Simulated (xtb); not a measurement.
acetylene (C$_{2}$H$_{2}$), singlet, at a GFN2-xTB geometry; GFN1-xTB with ALPB(dmf) (xtb 6.7.1).

Here is a job for xtb.
```
$ xtb mol.xyz --gfn 1 --alpb dmf --json

# file mol.xyz
4

C     -0.00000000    -0.00000000    -0.59686216
C      0.00000000     0.00000000     0.59686216
H      0.00000000     0.00000000     1.64657465
H     -0.00000000    -0.00000000    -1.64657465
```

What the program printed (banner, timings and long lists left out):

```
   ID    Z sym.   atoms
    1    6 C      1, 2
    2    1 H      3, 4

           -------------------------------------------------
          |                Calculation Setup                |
           -------------------------------------------------

           -------------------------------------------------
          |                 G F N 1 - x T B                 |
           -------------------------------------------------

      * Solvation model:               ALPB
        Solvent                        dmf
        Parameter file                 internal GFN1-xTB/ALPB
        Dielectric constant                3.7000E+01
        Reference state                gsolv [1 M gas/solution]
        Free energy shift                  7.9351E-03 Eh       4.9794E+00 kcal/mol
        Temperature                        2.9815E+02 K
        Density                            9.5000E-01 kg/L
        Solvent mass                       7.3100E+01 g/mol
        Interaction kernel             P16
        Born radius scaling (c1)           1.8847E+00
        Born radii integrator          GBOBC
        Born offset                        0.0000E+00 a0       0.0000E+00 AA
        H-bond correction              true
        Ion screening                  false
        Surface tension                    1.0000E-05 Eh       1.5569E+01 dyn/cm
        Grid points                               230 per atom

          ...................................................
          :                      SETUP                      :
          :.................................................:
          :  # basis functions                  12          :
          :  # atomic orbitals                  12          :
          :  # shells                            8          :
          :  # electrons                        10          :
          :  # halogen bonds                     0          :
          :  max. iterations                   250          :
          :  Hamiltonian                  GFN1-xTB          :
          :  restarted?                      false          :
          :  GBSA solvation                   true          :
          :  PC potential                    false          :
          :  electronic temp.          300.0000000     K    :
          :  accuracy                    1.0000000          :
          :  -> integral cutoff          0.2500000E+02      :
          :  -> integral neglect         0.1000000E-07      :
[...]
         :: total energy              -5.218727957784 Eh    ::
[...]
      -------------------------------------------------------------
         1        2.0000           -0.6341191             -17.2553
         2        2.0000           -0.5867241             -15.9656
         3        2.0000           -0.5360794             -14.5875
         4        2.0000           -0.4658819             -12.6773
         5        2.0000           -0.4658819             -12.6773 (HOMO)
         6                         -0.1946263              -5.2961 (LUMO)
         7                         -0.1946263              -5.2961
         8                         -0.0976321              -2.6567
         9                         -0.0878168              -2.3896
        10                          0.1566446               4.2625
        11                          0.4372864              11.8992
        12                          1.5244682              41.4829
      -------------------------------------------------------------
                  HL-Gap            0.2712555 Eh            7.3812 eV
             Fermi-level           -0.3302541 Eh           -8.9867 eV

  Mulliken/CM5 charges         n(s)   n(p)   n(d)
     1C    -0.06846 -0.12399   1.099  2.970  0.000
     2C    -0.06846 -0.12399   1.099  2.970  0.000
     3H     0.06846  0.12399   0.932  0.000  0.000
     4H     0.06846  0.12399   0.932  0.000  0.000

Wiberg/Mayer (AO) data.
largest (>0.10) Wiberg bond orders for each atom

 ---------------------------------------------------------------------------
     #   Z sym  total        # sym  WBO       # sym  WBO       # sym  WBO
 ---------------------------------------------------------------------------
     1   6 C    3.987 --     2 C    3.005     4 H    0.981
     2   6 C    3.987 --     1 C    3.005     3 H    0.981
     3   1 H    0.993 --     2 C    0.981
     4   1 H    0.993 --     1 C    0.981
 ---------------------------------------------------------------------------

Topologies differ in total number of bonds
Writing topology from bond orders to xtbtopo.mol

 dipole moment from electron density (au)
     X       Y       Z
   0.0000  -0.0000  -0.0000  total (Debye):    0.000

           -------------------------------------------------
          | TOTAL ENERGY               -5.218727957784 Eh   |
          | GRADIENT NORM               0.008948150481 Eh/α |
          | HOMO-LUMO GAP               7.381238455733 eV   |
           -------------------------------------------------

normal termination of xtb
```
